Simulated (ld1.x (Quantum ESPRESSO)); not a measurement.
## What one change does to a pseudopotential (bismuth (Bi), TM)

| Quantity | Value |
| --- | --- |
| Element | bismuth (Bi) |
| Generator | ld1.x (Quantum ESPRESSO) 7.5 |
| Type | norm-conserving Troullier–Martins (Kleinman–Bylander form) |
| Functional | PW91 |
| Relativity | scalar-relativistic |
| Frozen core | [Xe] 4f14 5d10 |
| Valence charge | 5 |
| Reference configuration | 6s2 6p1 (charge +2) |
| Partial waves | 6s (bound): rc 1.60 bohr; 6p (bound): rc 2.05 bohr; 6d channel at 0.45 Ry: rc 1.80 bohr |
| Local potential | the d channel |
| Core correction | a·sin(br)/r model core inside 1.50 bohr |

Change: reference 6s2 6p2.

Cutoffs: the cutoffs (Ry, on a coarse ladder) from which the occupation-weighted sum of valence levels, in a spherical-Bessel basis at the reference potential, stays within 10 and 1 mRy of its value at 400 Ry; they do not see the model core or the augmentation charge, which bear on the density cutoff. Errors are all-electron minus pseudo energies relative to the spin-unpolarised reference configuration.

Q: What does the change do?

A: The potential gets neither clearly harder nor softer (50 Ry and 90 Ry → 50 Ry and 90 Ry); both files keep a bound ghost (p, s); the range in which the s phases agree widens (upper end 2.1 → 4.4).

```csv
quantity,base,changed
"cutoff, loose",50 Ry,50 Ry
"cutoff, tight",90 Ry,90 Ry
loose cutoff by channel (10 mRy a level),"s 30 Ry, p 10 Ry","s 40 Ry, p 10 Ry"
bound ghosts,"s, p","s, p"
"largest error over its own tests, meV",-464,-181
s: phases at 2.25 bohr within 0.05 rad from the reference energy up to (Ry; the scan ends near 5),2.1,4.4
p: phases at 2.25 bohr within 0.05 rad from the reference energy up to (Ry; the scan ends near 5),to the end of the scan,to the end of the scan
d: phases at 2.25 bohr within 0.05 rad from the reference energy up to (Ry; the scan ends near 5),0.6,0.8
```

 A true bound ghost makes a file unfit for plane-wave use even where its test errors are small: the radial tests pick states by their node count and pass the ghost by.
